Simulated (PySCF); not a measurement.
copper atom (Cu), doublet; DF-CAMB3LYP/aug-cc-pVTZ in PySCF.

Input for PySCF:
```python
from pyscf import gto, scf, dft
import numpy

mol = gto.Mole()
mol.atom = '''
    Cu    0.000000    0.000000    0.000000
'''
mol.basis = 'aug-cc-pvtz'
mol.charge = 0
mol.spin = 1
mol.verbose = 4
mol.build()
print('smallest overlap eigenvalue', numpy.linalg.eigvalsh(mol.intor('int1e_ovlp'))[0])

mf = dft.UKS(mol)
mf.xc = 'camb3lyp'
mf = mf.density_fit(auxbasis='def2-universal-jkfit')
mf.kernel()
```

Question: Predict the main parts of the log of this PySCF run.

Answer: 
```
PySCF version 2.14.0

[INPUT] verbose = 4
[INPUT] num. atoms = 1
[INPUT] num. electrons = 29
[INPUT] charge = 0
[INPUT] spin (= nelec alpha-beta = 2S) = 1
[INPUT] symmetry False subgroup None
[INPUT] Mole.unit = angstrom
[INPUT] Symbol           X                Y                Z      unit          X                Y                Z       unit  Magmom
[INPUT]  1 Cu     0.000000000000   0.000000000000   0.000000000000 AA    0.000000000000   0.000000000000   0.000000000000 Bohr   0.0

nuclear repulsion = 0
number of shells = 14
number of NR pGTOs = 156
number of NR cGTOs = 93
basis = aug-cc-pvtz
ecp = {}
smallest overlap eigenvalue 0.000908955587150306

******** <class 'pyscf.df.df_jk.DFUKS'> ********
method = DFUKS
initial guess = minao
damping factor = 0
level_shift factor = 0
DIIS = <class 'pyscf.scf.diis.CDIIS'>
diis_start_cycle = 1
diis_space = 8
diis_damp = 0
SCF conv_tol = 1e-09
SCF conv_tol_grad = None
SCF max_cycles = 50
direct_scf = False
number electrons alpha = 15  beta = 14
XC library pyscf.dft.libxc version 7.1.2
    S. Lehtola, C. Steigemann, M. J. T. Oliveira, and M. A. L. Marques,  SoftwareX 7, 1–5 (2018)
XC functionals = camb3lyp
    T. Yanai, D. P. Tew, and N. C. Handy,  Chem. Phys. Lett. 393, 51 (2004)
radial grids:
    Treutler-Ahlrichs [JCP 102, 346 (1995); DOI:10.1063/1.469408] (M4) radial grids

becke partition: Becke, JCP 88, 2547 (1988); DOI:10.1063/1.454033
pruning grids: <function nwchem_prune>
grids dens level: 3
symmetrized grids: False
atomic radii adjust function: <function treutler_atomic_radii_adjust>
small_rho_cutoff = 0
Set gradient conv threshold to 3.16228e-05
tot grids = 20640
******** <class 'pyscf.df.df.DF'> ********
auxbasis = def2-universal-jkfit
Create RSH-DF object <pyscf.df.df.DF object> for omega=0.33
******** <class 'pyscf.df.df.DF'> ********
auxbasis = auxmol.basis = def2-universal-jkfit
init E= -1640.20870603103

cycle= 1 E= -1640.31361497778  delta_E= -0.105  |g|= 1.52  |ddm|=  0.8
cycle= 2 E= -1639.50095927381  delta_E= 0.813  |g|= 3.03  |ddm|= 1.28
cycle= 3 E= -1640.62678548574  delta_E= -1.13  |g|= 0.237  |ddm|= 0.934
cycle= 4 E= -1640.63655373106  delta_E= -0.00977  |g|= 0.0408  |ddm|= 0.122
cycle= 5 E= -1640.63679374018  delta_E= -0.00024  |g|= 0.00265  |ddm|= 0.0169
cycle= 6 E= -1640.63679608854  delta_E= -2.35e-06  |g|= 0.000722  |ddm|= 0.0046
cycle= 7 E= -1640.63679623784  delta_E= -1.49e-07  |g|= 7.07e-05  |ddm|= 0.000687
cycle= 8 E= -1640.63679623913  delta_E= -1.29e-09  |g|= 1.43e-05  |ddm|= 0.000164
cycle= 9 E= -1640.63679623916  delta_E= -2.89e-11  |g|= 1.06e-06  |ddm|= 1.36e-05
Extra cycle  E= -1640.63679623916  delta_E= 2.05e-12  |g|= 2.35e-06  |ddm|= 1.65e-06
converged SCF energy = -1640.63679623916  <S^2> = 0.75052604  2S+1 = 2.000526
```
